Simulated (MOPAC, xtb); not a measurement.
Complex: CHN (SMILES C#N) (first 3 atoms) with C2H3N (SMILES CC#N); geometry from B3LYP-D3(BJ)/def2-TZVP, rigid monomers moved along the line of their centres of mass till C1···C5 is 2.85 Å.
(charge 0, multiplicity 1):
```csv
atom,x (Å),y (Å),z (Å)
C,0.3363,0.2915,0.2805
N,-0.6058,-0.3462,0.1386
H,1.2105,0.8808,0.4501
C,-0.7136,-0.6412,3.3786
C,0.4545,0.1831,3.1238
N,1.3722,0.8332,2.8841
H,-1.4253,-0.1035,4.0051
H,-1.1888,-0.8892,2.4279
H,-0.4221,-1.5623,3.8834
```

Interaction energies are E(AB) − E(A) − E(B) at the monomers' geometry in the complex; basis-set methods are counterpoise corrected.

The state that AM1, PM3 reach isn't checked.

Codes used: MOPAC for AM1, PM3 (differences of heats of formation); xtb for the GFN methods. Values without a source in brackets are computed.

### Question
One of these levels gives -9.8 kJ/mol for the interaction energy. Name it.
A) PM3
B) AM1
C) GFN1-xTB
D) GFN2-xTB

### Answer
C, GFN1-xTB. The others give 10.3 (AM1), 14.6 (PM3), -13.7 (GFN2-xTB)
